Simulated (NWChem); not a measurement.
System meant: DMF (C₃H₇NO); SMILES O=CN(C)C

Here is an NWChem input.

```
start job
memory heap 200 mb stack 900 mb global 1100 mb
geometry units angstroms noautosym nocenter noautoz
  C      0.775659    -1.583626    -0.000429
  N      0.024092    -0.345095    -0.000288
  C     -1.426258    -0.427096    -0.001436
  C      0.640605     0.874691    -0.000057
  O      0.077481     1.956746    -0.000595
  H      1.847150    -1.363276     0.002295
  H      0.543170    -2.187324     0.887423
  H      0.547214    -2.184976    -0.890955
  H     -1.819472     0.590184    -0.001005
  H     -1.784726    -0.958373    -0.892972
  H     -1.786001    -0.960440     0.888279
  H      1.744357     0.776981     0.000766
end
basis spherical
  C library def2-svp
  N library def2-svp
  O library def2-svp
  H library def2-svp
end
dft
  xc m06-2x
  iterations 150
end
property
  shielding 10 1 2 3 4 5 6 7 9 10 12
end
task dft property
```

End of the output:

```
 Vector   23  Occ=0.000000D+00  E= 1.246448D-01
              MO Center=  1.2D+00, -4.7D-01,  2.4D-03, r^2= 6.5D+00
   Bfn.  Coefficient  Atom+Function         Bfn.  Coefficient  Atom+Function
  ----- ------------  ---------------      ----- ------------  ---------------
    72      1.298255   6 H  s               102      1.206328  12 H  s
    31      1.101473   3 C  s                45     -1.037061   4 C  s
    92     -0.702750  10 H  s                97     -0.705396  11 H  s
     7     -0.661265   1 C  px                3     -0.623008   1 C  s
    49     -0.538585   4 C  px               35     -0.422099   3 C  px

 center of mass
 --------------
 x =   0.01921692 y =   0.16805881 z =  -0.00110795

 moments of inertia (a.u.)
 ------------------
         433.206410907044          -1.185801424210          -0.103361072319
          -1.185801424210         202.513827703493          -0.023931347496
          -0.103361072319          -0.023931347496         612.918547998271

     Multipole analysis of the density
     ---------------------------------

     L   x y z        total         alpha         beta         nuclear
     -   - - -        -----         -----         ----         -------
     0   0 0 0      0.000000    -20.000000    -20.000000     40.000000

     1   1 0 0      0.192808      0.077299      0.077299      0.038210
     1   0 1 0     -1.536230     -0.895570     -0.895570      0.254911
     1   0 0 1      0.000038      0.023146      0.023146     -0.046255

     2   2 0 0    -20.335787    -72.776216    -72.776216    125.216644
     2   1 1 0      0.054977      0.729519      0.729519     -1.404061
     2   1 0 1      0.001573     -0.032748     -0.032748      0.067069
     2   0 2 0    -27.199051   -132.170719   -132.170719    237.142387
     2   0 1 1      0.001536     -0.006387     -0.006387      0.014310
     2   0 0 2    -22.992673    -17.152514    -17.152514     11.312356

          -----------------------------------------
          Chemical Shielding Tensors (GIAO, in ppm)
          -----------------------------------------

 ------------------------------------------------------------------------
  xm06: d2 not coded                    0
 ------------------------------------------------------------------------
 ------------------------------------------------------------------------
  current input line :
    30: task dft property
 ------------------------------------------------------------------------
 ------------------------------------------------------------------------
 This error has not yet been assigned to a category
 ------------------------------------------------------------------------
 For more information see the NWChem manual at https://nwchemgit.github.io

0: xm06: d2 not coded:Received an Error in Communication
```

### Question
What is wrong, and how is it mended?

### Answer
The run crashed. Cause: this functional's second derivatives, which shieldings need, aren't coded here; the fix takes a hybrid GGA instead. This input runs:
```
start job
memory heap 200 mb stack 900 mb global 1100 mb
geometry units angstroms noautosym nocenter noautoz
  C      0.775659    -1.583626    -0.000429
  N      0.024092    -0.345095    -0.000288
  C     -1.426258    -0.427096    -0.001436
  C      0.640605     0.874691    -0.000057
  O      0.077481     1.956746    -0.000595
  H      1.847150    -1.363276     0.002295
  H      0.543170    -2.187324     0.887423
  H      0.547214    -2.184976    -0.890955
  H     -1.819472     0.590184    -0.001005
  H     -1.784726    -0.958373    -0.892972
  H     -1.786001    -0.960440     0.888279
  H      1.744357     0.776981     0.000766
end
basis spherical
  * library def2-svp
end
dft
  xc pbe0
  iterations 150
end
property
  shielding 10 1 2 3 4 5 6 7 9 10 12
end
task dft property
```
It converges to -248.04407 Ha (PBE0/def2-SVP, GIAO).
